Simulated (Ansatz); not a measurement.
Ansatz (a quantum-chemistry and plane-wave program) input (CCSD(T)/def2-SVPD):

Ansatz 0.2 input:
```yaml
crystal:
  periodic: [false, false, false]
  atoms:
    - {symbol: Ti, position_ang: [0.01147195, -0.04122247, -0.01974891]}
    - {symbol: O, position_ang: [1.49035328, -0.56621746, -0.35595347]}
    - {symbol: F, position_ang: [-0.58342771, -0.37305303, 1.64547716]}
    - {symbol: F, position_ang: [-0.76937331, 0.97712347, -1.28079896]}
basis:
  gaussian:
    orbitals: def2-SVPD
magnetization: {spin_polarized: false}
correlation: {method: ccsd_t, electrons: outside_noble_gas}
```

Output:

```
Functional definition: HF
integrals: 0.14 GiB planned
1021 factors; integrals over basis functions are off by at most 1.0e-3 eV
mean field: 0.39 GiB planned
mean field evaluation 1: about -30516.9550 eV, gradient 8.1e1 eV
mean field evaluation 2: about -30517.0261 eV, gradient 8.1e1 eV
mean field evaluation 4: about -30530.2049 eV, gradient 1.5e1 eV
mean field evaluation 8: about -30530.6282 eV, gradient 6.9e-1 eV
mean field evaluation 16: about -30530.6326 eV, gradient 6.4e-6 eV
mean field evaluation 32: about -30528.9320 eV, gradient 1.1e1 eV
mean field -30530.63263190 eV, -1121.9800548162 hartree, gradient 6.4e-6 eV, S^2 0.000000; 1 other end points of the search recorded, 0 dependent functions left out
12 core orbitals not correlated
reference -30530.63263190 eV, -1121.9800548162 hartree; 12, 12 occupied and 79, 79 virtual orbitals, 1021 factors
second order -20.99626888 eV of doubles, -0.00000000 eV of singles
coupled cluster: 0.34 GiB planned
cycle   1  -18.31829484 eV  change     2.7e0 eV  update   3.0e-1
cycle   2  -19.74528693 eV  change    -1.4e0 eV  update   2.2e-1
cycle   3  -19.89914092 eV  change   -1.5e-1 eV  update   4.9e-2
cycle   4  -19.90523126 eV  change   -6.1e-3 eV  update   2.0e-2
cycle   5  -19.89354243 eV  change    1.2e-2 eV  update   5.6e-3
cycle   6  -19.89627595 eV  change   -2.7e-3 eV  update   3.0e-3
cycle   7  -19.89732028 eV  change   -1.0e-3 eV  update   1.8e-3
cycle   8  -19.89557862 eV  change    1.7e-3 eV  update   9.0e-4
cycle   9  -19.89556268 eV  change    1.6e-5 eV  update   4.4e-4
cycle  10  -19.89611026 eV  change   -5.5e-4 eV  update   2.1e-4
cycle  11  -19.89587138 eV  change    2.4e-4 eV  update   1.1e-4
cycle  12  -19.89587263 eV  change   -1.2e-6 eV  update   5.5e-5
cycle  13  -19.89595597 eV  change   -8.3e-5 eV  update   2.1e-5
cycle  14  -19.89591842 eV  change    3.8e-5 eV  update   1.2e-5
cycle  15  -19.89591838 eV  change    4.0e-8 eV  update   5.2e-6
perturbative correction -1.09712794 eV, -0.0403187082 hartree
Total energy: -30551.62567822 eV, -1122.7515350389 hartree
```
